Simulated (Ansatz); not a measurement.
Computed with Ansatz on PBE0-D4/def2-TZVP structures; ΔE is electronic, products minus reactants. CBS: MP2 limit from def2 TZ/QZ plus the TZ coupled-cluster correction, frozen cores. Functionals use def2-TZVPP. def2 core potentials past Kr. For I outer-core shells are correlated without core-valence functions, which leaves a few kJ/mol of doubt a bond. Each species was taken in one conformer, which may not be the lowest.

`IC1C[SiH2]O1` → `OC1(I)C[SiH2]1`  (isomerisation)

`IC1C[SiH2]O1`:

```xyz
10

I    -2.777    0.467    0.361
C    -0.741   -0.245    0.703
C    -0.051   -0.713   -0.593
Si    1.094    0.718   -0.203
O     0.091    0.795    1.149
H    -0.875   -1.000    1.475
H     0.372   -1.714   -0.496
H    -0.663   -0.662   -1.488
H     2.505    0.426    0.152
H     1.044    1.928   -1.061
```

`OC1(I)C[SiH2]1`:

```xyz
10

O    -0.834   -0.395   -1.569
C    -0.052    0.227   -0.635
I     0.698    2.168   -1.270
C    -0.526    0.230    0.822
Si    1.046   -0.727    0.513
H    -1.689    0.055   -1.609
H    -1.425   -0.362    0.982
H    -0.524    1.169    1.363
H     0.953   -2.202    0.507
H     2.353   -0.162    0.894
```

Task: Is it downhill or uphill in electronic energy at CCSD(T)/CBS, and by how much? (An estimate is asked.)

Result: Computed: Uphill: ΔE = +173.6 kJ/mol.

Task: What do these levels give: PBE0-D4, ωB97X-V, B2PLYP, PBE, HF/def2-TZVPP, MP2/def2-TZVPP, CCSD/def2-TZVPP, CCSD(T)/def2-TZVPP, HF/def2-QZVPP, MP2/def2-QZVPP, SCS-MP2/def2-QZVPP, HF/CBS(def2)? (Best estimate.)

Result: The calculation gave: PBE0-D4 164.9, ωB97X-V 175.8, B2PLYP 175.2, PBE 154.7, HF/def2-TZVPP 199.6, MP2/def2-TZVPP 176.4, CCSD/def2-TZVPP 180.3, CCSD(T)/def2-TZVPP 176.1, HF/def2-QZVPP 200.1, MP2/def2-QZVPP 175.2, SCS-MP2/def2-QZVPP 180.8, HF/CBS(def2) 200.2 kJ/mol.

Largest T1 diagnostic among the species: 0.011.

From PBE to PBE0 (25 % exact exchange), in def2-TZVPP and without D4, ΔE moves by +10.3 kJ/mol. In def2-TZVPP, CCSD(T) changes the Hartree–Fock value by −23.4 kJ/mol (the triples alone add −4.2 kJ/mol) and MP2 by −23.1 kJ/mol.
